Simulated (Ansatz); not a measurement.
One change: `O[SiH2]C#C[SiH3]` becomes `[SiH3]C#CS[SiH3]`.

Ansatz, PBE0-D4/def2-TZVP geometries, multiplicity 1. Each molecule was computed in one conformer, which needn't be the lowest.

```json
{"property": "size of the dipole moment (B3LYP/def2-TZVPP) / D", "`O[SiH2]C#C[SiH3]`": "1.36"}
{"property": "LUMO energy (PBE0/def2-TZVPP) / eV", "`O[SiH2]C#C[SiH3]`": "-1.02"}
{"property": "HOMO–LUMO gap (PBE0/def2-TZVPP) / eV", "`O[SiH2]C#C[SiH3]`": "7.17"}
{"property": "HOMO energy (PBE0/def2-TZVPP) / eV", "`O[SiH2]C#C[SiH3]`": "-8.19"}
{"property": "size of the dipole moment (PBE/def2-TZVPP) / D", "`O[SiH2]C#C[SiH3]`": "1.32"}
{"property": "LUMO energy (ωB97M-V/def2-TZVPP) / eV", "`O[SiH2]C#C[SiH3]`": "0.90"}
```

Question: Give the same properties after the change, and the shifts. (Estimate.)

Answer: Computed: 
| property | `[SiH3]C#CS[SiH3]` | shift |
| --- | --- | --- |
| size of the dipole moment (B3LYP/def2-TZVPP) / D | 1.42 | 0.06 |
| LUMO energy (PBE0/def2-TZVPP) / eV | -0.71 | 0.31 |
| HOMO–LUMO gap (PBE0/def2-TZVPP) / eV | 6.30 | -0.87 |
| HOMO energy (PBE0/def2-TZVPP) / eV | -7.01 | 1.18 |
| size of the dipole moment (PBE/def2-TZVPP) / D | 1.41 | 0.09 |
| LUMO energy (ωB97M-V/def2-TZVPP) / eV | 1.20 | 0.30 |

With PBE0 the HOMO rises by 1.18 eV and the LUMO rises by 0.31 eV, so the gap narrows by about 0.87 eV. PBE moves the HOMO by 1.06 eV and ωB97M-V by 1.32 eV. Dipoles are sizes alone; their direction can turn.

B3LYP here is the variant with VWN-RPA as its local correlation; programs differ in this.
